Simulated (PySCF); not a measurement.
Question: What does the PBE0-D3(BJ)/def2-SVP structure of `CC[N](C)[GeH2][Br]` look like in three dimensions?

Answer: 
Z-matrix in Å and degrees, rows numbered from 1:
```
C 
C   1  1.5153
N   2  1.4504  1  114.57
C   3  1.4451  2  112.71  1   177.59
Ge  3  1.8174  2  122.71  1   -32.58
Br  5  2.3404  3  112.25  2   -67.01
H   1  1.1017  2  111.88  3    66.56
H   1  1.0996  2  109.85  3  -174.58
H   1  1.1005  2  111.37  3   -55.02
H   2  1.1106  1  109.09  3  -124.38
H   2  1.1066  1  109.10  3   120.63
H   4  1.0999  3  110.96  2   179.98
H   4  1.1048  3  110.25  2   -61.15
H   4  1.1085  3  112.84  2    58.96
H   5  1.5315  3  106.71  2   177.12
H   5  1.5287  3  111.84  2    51.31
```

Ge5 (germanium bonded to Br, N and 2 H) is distorted tetrahedral (angles from 105.5° to 114.4°). Of the pairs four or more bonds apart, H11···H13 is among the closest relative to their van der Waals radii: 2.40 Å, 100 % of the sum of Bondi's values. N3 (nitrogen bonded to 2 C and Ge) has angles 122.7°, 117.5° and 112.7°, sum 353.0°, 0.24 Å off the plane of its three neighbours.

Method: PySCF 2.14.0, PBE0-D3(BJ)/def2-SVP geometry optimisation, gas phase.

Point group: C1 (no symmetry element, even within 0.4 Å). No PBE0-D3(BJ)/def2-SVP frequencies stand behind this structure, so it isn't proved a minimum. One conformer, not necessarily the lowest (C1–C2–N3–C4 178°, C2–N3–Ge5–Br6 -67°).
